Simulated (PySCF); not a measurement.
1-ethenoxypropa-1,2-diene (C5H6O), SMILES C=C=COC=C. Atoms are numbered in the order given.

```xyz
12

C      2.7311     0.7270     0.6344
C      1.5993     0.2915     0.1435
C      0.4862    -0.1606    -0.3857
O     -0.4799    -0.7958     0.3585
C     -1.7847    -0.5606     0.0543
C     -2.2778     0.4165    -0.7142
H      3.6001     0.0668     0.7471
H      2.8544     1.7677     0.9583
H      0.2869    -0.1017    -1.4636
H     -2.4210    -1.3002     0.5477
H     -1.6513     1.1830    -1.1734
H     -3.3549     0.4688    -0.8770
```

Geometry optimised at B3LYP-D3(BJ)/def2-SVP. The values are those of a single conformer.

Method: SMD-ωB97X/6-31G* (PySCF).

Solvation free energies are E(SMD) − E(gas) at the gas-phase geometry, for 1 M in both phases. In vacuum the dipole moment is 0.73 D.

Estimate the solvation free energies in water, n-hexane, dimethylsulfoxide. (An estimate is asked for; the answer gives what the named calculation found.)


| solvent | ΔG(solv) (kcal/mol) | its non-electrostatic (CDS) part | dipole (D) |
|---|---|---|---|
| water | 0.3 | 5.8 | 1.04 |
| n-hexane | -2.6 | -1.0 | 0.79 |
| dimethylsulfoxide | -2.2 | 2.4 | 0.92 |
